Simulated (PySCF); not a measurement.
**Dipole response of Zn⁺ (zinc, charge +1)**

[Ar] 3d9 4s2, 2D determinant (an excited configuration). All numbers are calculated (PySCF 2.14, a scalar-relativistic core potential, in aug-cc-pwCVTZ-PP with ECP10MDF (8s8p7d4f3g, 122 functions)). Coupled (time-dependent) response in atomic units; α is the mean over directions.

| method | mean α (bohr³) | α xx, yy, zz | C₆ (like pair) | S(−4) |
| --- | --- | --- | --- | --- |
| wB97X-V | 20.57 | 20.80, 20.80, 20.10 | 110.1 | 207.2 |

S(−4) is the Cauchy moment in α(ω) = α(0) + S(−4) ω² + …

α(iu) at wB97X-V:

```tsv
u (hartree)	α(iu) (bohr³)
0	20.57
0.0500	20.06
0.100	18.70
0.200	14.81
0.300	11.19
0.500	6.645
0.750	4.059
1.00	2.835
1.50	1.728
2.00	1.223
3.00	0.7426
5.00	0.3767
```

For an ion, C₆ is the dispersion term alone; charge-induced terms of lower order in 1/R come first.

The components differ because the open shell of this determinant is not spherical; for a pure term their mean is the scalar polarisability.

Energies and moments cover only the electrons outside the core potential.
